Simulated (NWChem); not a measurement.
System: SiH$_{4}$TeSeO; SMILES [Te]([SeH])O[SiH3]

Here is an NWChem input.

```
start job
memory heap 200 mb stack 900 mb global 1100 mb
geometry units angstroms noautoz
  Te     0.881157     0.084097    -0.083853
  Se    -0.728172    -1.825836    -0.015637
  H     -0.427268    -2.267619     1.360941
  O     -0.204192     1.565196     0.715018
  Si    -1.385370     2.401832    -0.128467
  H     -0.815968     3.059345    -1.346397
  H     -1.914911     3.439404     0.802097
  H     -2.495855     1.495701    -0.555025
end
basis spherical
  * library sto-3g
end
dft
  xc hfexch
  iterations 150
  mulliken
end
task dft energy
```

Parts of the log:

```
             Northwest Computational Chemistry Package (NWChem) 7.3.0
             --------------------------------------------------------

 C1  symmetry detected

                             Geometry "geometry" -> ""
                             -------------------------

 Output coordinates in angstroms (scale by  1.889725989 to convert to a.u.)

  No.       Tag          Charge          X              Y              Z
 ---- ---------------- ---------- -------------- -------------- --------------
    1 Te                  52.0000     0.93033685     0.15399861    -0.05196804
    2 Se                  34.0000    -0.64234363    -1.78698101    -0.01059691
    3 H                    1.0000    -0.37299090    -2.20922167     1.37859147
    4 O                    8.0000    -0.20678460     1.62081112     0.69986136
    5 Si                  14.0000    -1.37916687     2.42539817    -0.18600979
    6 H                    1.0000    -0.78762113     3.08226632    -1.39369077
    7 H                    1.0000    -1.95591666     3.46119216     0.71809705
    8 H                    1.0000    -2.45869120     1.49312644    -0.63511856

 Effective nuclear repulsion energy (a.u.)     815.7083793811

  xc_inp: hfexch multiplicative factor not found.

                                 NWChem DFT Module
                                 -----------------

 Summary of "ao basis" -> "ao basis" (spherical)
 ------------------------------------------------------------------------------
       Tag                 Description            Shells   Functions and Types
 ---------------- ------------------------------  ------  ---------------------
 Te                          sto-3g                 11       27   5s4p2d
 Se                          sto-3g                  8       18   4s3p1d
 H                           sto-3g                  1        1   1s
 O                           sto-3g                  3        5   2s1p
 Si                          sto-3g                  5        9   3s2p

            General Information
            -------------------
          SCF calculation type: DFT
          Wavefunction type:  closed shell.
          No. of atoms     :     8
          No. of electrons :   112
           Alpha electrons :    56
            Beta electrons :    56
          Charge           :     0
          Spin multiplicity:     1
          Use of symmetry is: off; symmetry adaption is: off
          Maximum number of iterations: 150
          AO basis - number of functions:    63
                     number of shells:    31
          Convergence on energy requested:  1.00D-06
          Convergence on density requested:  1.00D-05
          Convergence on gradient requested:  5.00D-04

              XC Information
              --------------
                     Hartree-Fock (Exact) Exchange  1.000

      Superposition of Atomic Density Guess
      -------------------------------------

 Sum of atomic energies:       -9281.71392652

      Non-variational initial energy
      ------------------------------

 Total energy =   -9281.440294
 1-e energy   =  -14495.600205
 2-e energy   =    4398.451532
 HOMO         =      -0.101331
 LUMO         =       0.142970

     ---------------------------------------------
      Total Density - Mulliken Population Analysis
     ---------------------------------------------

    Atom       Charge   Shell Charges
 -----------   ------   -------------------------------------------------------
    1 Te  52    51.62   2.00  2.00  6.00  2.00  6.00  2.00  5.99  1.82  3.81 10.00 10.00
    2 Se  34    34.20   2.00  2.00  6.00  2.00  5.98  1.86  4.37 10.00
    3 H    1     0.86   0.86
    4 O    8     8.81   2.00  1.86  4.95
    5 Si  14    12.90   2.00  1.99  5.88  1.21  1.83
    6 H    1     1.21   1.21
    7 H    1     1.20   1.20
    8 H    1     1.21   1.21

   convergence    iter        energy       DeltaE   RMS-Dens  Diis-err
 ---------------- ----- ----------------- --------- --------- ---------
 d= 0,ls=0.0,diis     1  -9282.4202461936 -1.01D+04  1.20D-02  2.20D-01
 d= 0,ls=0.0,diis     2  -9282.4654562511 -4.52D-02  3.94D-03  4.00D-02
 d= 0,ls=0.0,diis     3  -9282.4729002504 -7.44D-03  1.18D-03  1.55D-03
 d= 0,ls=0.0,diis     4  -9282.4734452504 -5.45D-04  3.61D-04  7.14D-05
 d= 0,ls=0.0,diis     5  -9282.4734811397 -3.59D-05  9.64D-05  3.31D-06
  Resetting Diis
 d= 0,ls=0.0,diis     6  -9282.4734832627 -2.12D-06  2.11D-05  1.94D-07
 d= 0,ls=0.0,diis     7  -9282.4734833945 -1.32D-07  5.14D-06  2.81D-08

         Total DFT energy =    -9282.473483394468
      One electron energy =   -14488.432298465767
           Coulomb energy =     4676.459655470147
    Exchange-Corr. energy =     -286.209219779906
 Nuclear repulsion energy =      815.708379381061

 Numeric. integr. density =        0.000000000000

                       DFT Final Molecular Orbital Analysis
                       ------------------------------------

 Vector   54  Occ=2.000000D+00  E=-3.094198D-01
              MO Center= -1.2D-01, -5.6D-01,  6.8D-03, r^2= 4.5D+00
   Bfn.  Coefficient  Atom+Function         Bfn.  Coefficient  Atom+Function
  ----- ------------  ---------------      ----- ------------  ---------------
    39      0.645061  2 Se py                15     -0.340557  1 Te px
    50      0.337299  4 O  py                49      0.320238  4 O  px
    40      0.299849  2 Se pz                14     -0.242272  1 Te s
    35     -0.187100  2 Se py                16     -0.173044  1 Te py
    17      0.169595  1 Te pz                37     -0.145520  2 Se s

 Vector   55  Occ=2.000000D+00  E=-2.746354D-01
              MO Center= -1.8D-01, -9.2D-01,  3.5D-02, r^2= 3.9D+00
   Bfn.  Coefficient  Atom+Function         Bfn.  Coefficient  Atom+Function
  ----- ------------  ---------------      ----- ------------  ---------------
    38      0.765249  2 Se px                15     -0.376000  1 Te px
    39     -0.305032  2 Se py                14     -0.300421  1 Te s
    51     -0.229618  4 O  pz                49      0.223937  4 O  px
    34     -0.216318  2 Se px                40     -0.209783  2 Se pz
    11      0.121278  1 Te px                62      0.092699  7 H  s

 Vector   56  Occ=2.000000D+00  E=-2.359365D-01
              MO Center=  7.2D-01,  2.1D-01,  5.8D-02, r^2= 2.7D+00
   Bfn.  Coefficient  Atom+Function         Bfn.  Coefficient  Atom+Function
  ----- ------------  ---------------      ----- ------------  ---------------
    17      0.916416  1 Te pz                51     -0.330229  4 O  pz
    15      0.284103  1 Te px                13     -0.278019  1 Te pz
    46     -0.162411  3 H  s                 37      0.137683  2 Se s
    16     -0.134787  1 Te py                48     -0.129316  4 O  s
    40     -0.113401  2 Se pz                 9      0.109020  1 Te pz

 Vector   57  Occ=0.000000D+00  E= 2.189530D-01
              MO Center=  2.6D-01, -6.7D-01, -4.5D-02, r^2= 3.1D+00
   Bfn.  Coefficient  Atom+Function         Bfn.  Coefficient  Atom+Function
  ----- ------------  ---------------      ----- ------------  ---------------
    16      0.819199  1 Te py                39      0.668982  2 Se py
    38      0.557612  2 Se px                15      0.516571  1 Te px
    37      0.345855  2 Se s                 14     -0.315401  1 Te s
    12     -0.218864  1 Te py                35     -0.165506  2 Se py
    34     -0.137634  2 Se px                49     -0.136184  4 O  px

 Vector   58  Occ=0.000000D+00  E= 2.601049D-01
              MO Center=  1.2D-01,  9.0D-01,  2.3D-01, r^2= 2.7D+00
   Bfn.  Coefficient  Atom+Function         Bfn.  Coefficient  Atom+Function
  ----- ------------  ---------------      ----- ------------  ---------------
    15      0.605990  1 Te px                48      0.554085  4 O  s
    16     -0.499784  1 Te py                51     -0.444925  4 O  pz
    50     -0.410177  4 O  py                14     -0.376987  1 Te s
    17     -0.307035  1 Te pz                39      0.249187  2 Se py
    57     -0.250350  5 Si s                 60     -0.238322  5 Si pz

 Vector   59  Occ=0.000000D+00  E= 4.080674D-01
              MO Center= -4.7D-01, -2.0D+00,  7.9D-01, r^2= 1.5D+00
   Bfn.  Coefficient  Atom+Function         Bfn.  Coefficient  Atom+Function
  ----- ------------  ---------------      ----- ------------  ---------------
    46      1.090012  3 H  s                 40     -0.932681  2 Se pz
    37     -0.536869  2 Se s                 39      0.258407  2 Se py
    36      0.214764  2 Se pz                38     -0.201977  2 Se px
    17      0.093432  1 Te pz                16     -0.086413  1 Te py
    32     -0.069308  2 Se pz                35     -0.060768  2 Se py

     ---------------------------------------------
      Total Density - Mulliken Population Analysis
     ---------------------------------------------

    Atom       Charge   Shell Charges
 -----------   ------   -------------------------------------------------------
    1 Te  52    51.76   2.00  2.00  6.00  2.00  6.00  2.00  5.99  1.83  3.94 10.00 10.00
    2 Se  34    34.07   2.00  2.00  6.00  2.00  5.97  1.88  4.22 10.00
    3 H    1     1.00   1.00
    4 O    8     8.49   2.00  1.88  4.61
    5 Si  14    13.20   2.00  1.99  5.89  1.16  2.16
    6 H    1     1.16   1.16
    7 H    1     1.15   1.15
    8 H    1     1.16   1.16

     -------------------------------------------
      Total Density - Lowdin Population Analysis
     -------------------------------------------

    Atom       Charge   Shell Charges
 -----------   ------   -------------------------------------------------------
    1 Te  52    51.79   2.00  2.00  6.00  2.00  6.00  2.00  5.95  1.82  4.03 10.00 10.00
    2 Se  34    34.04   2.00  2.00  6.00  2.00  5.95  1.82  4.28 10.00
    3 H    1     1.03   1.03
    4 O    8     8.42   2.00  1.78  4.64
    5 Si  14    13.24   2.00  1.98  5.84  1.09  2.33
    6 H    1     1.16   1.16
    7 H    1     1.15   1.15
    8 H    1     1.16   1.16

     Multipole analysis of the density
     ---------------------------------

     L   x y z        total         alpha         beta         nuclear
     -   - - -        -----         -----         ----         -------
     0   0 0 0     -0.000000    -56.000000    -56.000000    112.000000

     1   1 0 0     -0.242732     -0.121366     -0.121366     -0.000000
     1   0 1 0      0.194560      0.097280      0.097280      0.000000
     1   0 0 1      0.173424      0.086712      0.086712     -0.000000

     2   2 0 0    -47.467785   -196.283623   -196.283623    345.099460
     2   1 1 0     -1.611445     26.118465     26.118465    -53.848374
     2   1 0 1     -0.342789     -1.763454     -1.763454      3.184119
     2   0 2 0    -45.417017   -454.392635   -454.392635    863.368253
     2   0 1 1     -2.857239      3.602691      3.602691    -10.062621
     2   0 0 2    -46.793022    -40.018071    -40.018071     33.243120
```

Level: Hartree-Fock/STO-3G, non-relativistic. Geometry: optimised at PBE0/def2-SVP (def2 core potentials past Kr). No frequency run checked for a minimum.
